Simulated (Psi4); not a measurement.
CrO4 (SMILES [O]=[Cr-2](=[O])(=[O])=[O]), charge -2, singlet, geometry from GFN2-xTB (such geometries of metal compounds can be far from the true shape) (a gas-phase anion, which may not be bound at this level); M06-2X/STO-3G in Psi4.

Input for Psi4:
```
memory 2 GB

molecule mol {
-2 1
Cr    0.000000    0.000000   -0.000000
O     1.119118    0.636211   -1.006299
O     0.749129   -0.805372    1.208309
O    -0.956229   -1.031680   -0.831319
O    -0.912019    1.200841    0.629310
}

set {
  basis sto-3g
  reference rks
  dft_nuclear_scheme stratmann
}

energy('m06-2x')
print_variables()
```

Q: What does Psi4 print? Leave out banner, timings and long lists.

A: 
```
   => Loading Basis Set <=

    Name: STO-3G
    Role: ORBITAL
    Keyword: BASIS

         ---------------------------------------------------------
                                   SCF
               by Justin Turney, Rob Parrish, Andy Simmonett
                          and Daniel G. A. Smith
                              RKS Reference
         ---------------------------------------------------------

  ==> Geometry <==

    Molecular point group: c1
    Full point group: C1

    Geometry (in Angstrom), charge = -2, multiplicity = 1:

       Center              X                  Y                   Z               Mass
    ------------   -----------------  -----------------  -----------------  -----------------
         CR           0.000000137982     0.000000000000    -0.000000137982    51.940506230000
         O            1.119118137982     0.636211000000    -1.006299137982    15.994914619570
         O            0.749129137982    -0.805372000000     1.208308862018    15.994914619570
         O           -0.956228862018    -1.031680000000    -0.831319137982    15.994914619570
         O           -0.912018862018     1.200841000000     0.629309862018    15.994914619570

  Running in c1 symmetry.

  Rotational constants: A =      0.14803  B =      0.14803  C =      0.14803 [cm^-1]
  Rotational constants: A =   4437.95853  B =   4437.95801  C =   4437.95734 [MHz]
  Nuclear repulsion =  324.882090691970063

  Charge       = -2
  Multiplicity = 1
  Electrons    = 58
  Nalpha       = 29
  Nbeta        = 29

  ==> Algorithm <==

  SCF Algorithm Type is DF.
  DIIS enabled.
  MOM disabled.
  Fractional occupation disabled.
  Guess Type is SAD.
  Energy threshold   = 1.00e-06
  Density threshold  = 1.00e-06
  Integral threshold = 1.00e-12

  ==> Primary Basis <==

  Basis Set: STO-3G
    Blend: STO-3G
    Number of shells: 20
    Number of basis functions: 38
    Number of Cartesian functions: 39
    Spherical Harmonics?: true
    Max angular momentum: 2

  ==> DFT Potential <==

   => LibXC <=

    Version 7.1.2
    S. Lehtola, C. Steigemann, M. J. T. Oliveira, and M. A. L. Marques,  SoftwareX 7, 1–5 (2018) (10.1016/j.softx.2017.11.002)

   => Composite Functional: M06-2X <=

    Hybrid M06-2X Meta-GGA XC Functional  (10.1007/s00214-007-0310-x)
    Y. Zhao and D. G. Truhlar,  Theor. Chem. Acc., 120, 215, 2008

    Deriv               =              1
    GGA                 =           TRUE
    Meta                =           TRUE

[...]
   @DF-RKS iter   5: -1329.86121670809598   -1.79329e-02   1.33426e-03 DIIS/ADIIS
   @DF-RKS iter   6: -1329.86219654393562   -9.79836e-04   3.49178e-04 DIIS/ADIIS
   @DF-RKS iter   7: -1329.86225230759237   -5.57637e-05   1.86833e-04 DIIS/ADIIS
   @DF-RKS iter   8: -1329.86227600842039   -2.37008e-05   2.50736e-05 DIIS
   @DF-RKS iter   9: -1329.86227637364368   -3.65223e-07   8.79691e-06 DIIS
   @DF-RKS iter  10: -1329.86227641673304   -4.30894e-08   2.84324e-07 DIIS
  Energy and wave function converged.

  ==> Post-Iterations <==

   Electrons on quadrature grid:
      Ntotal   =   57.9999938283 ; deviation = -6.172e-06

    Orbital Energies [Eh]
    ---------------------

    Doubly Occupied:

[...]
    Virtual:

[...]
    Final Occupation by Irrep:
              A
    DOCC [    29 ]
    NA   [    29 ]
    NB   [    29 ]

  @DF-RKS Final Energy: -1329.86227641673304

   => Energetics <=

    Nuclear Repulsion Energy =            324.8820906919700633
    One-Electron Energy =               -2511.0016368163410334
    Two-Electron Energy =                 896.2130951665006933
    DFT Exchange-Correlation Energy =     -39.9558254588628685
    Empirical Dispersion Energy =           0.0000000000000000
    VV10 Nonlocal Energy =                  0.0000000000000000
    Total Energy =                      -1329.8622764167330388

Computation Completed

Properties will be evaluated at   0.000000,   0.000000,   0.000000 [a0]

Properties computed using the SCF density matrix

 Multipole Moments:

 ------------------------------------------------------------------------------------
     Multipole            Electronic (a.u.)      Nuclear  (a.u.)        Total (a.u.)
 ------------------------------------------------------------------------------------

 L = 1.  Multiply by 2.5417464519 to convert [e a0] to [Debye]
 Dipole X            :          0.0000509           -0.0000005            0.0000504
 Dipole Y            :         -0.0000960            0.0000000           -0.0000960
 Dipole Z            :          0.0001246            0.0000005            0.0001251
 Magnitude           :                                                    0.0001656

 ------------------------------------------------------------------------------------

  Variable Map:
  ----------------------------------------------------------------------------
[...]
  Array Variable Map:
  ----------------------------------------------------------------------------
[...]
[...]
```
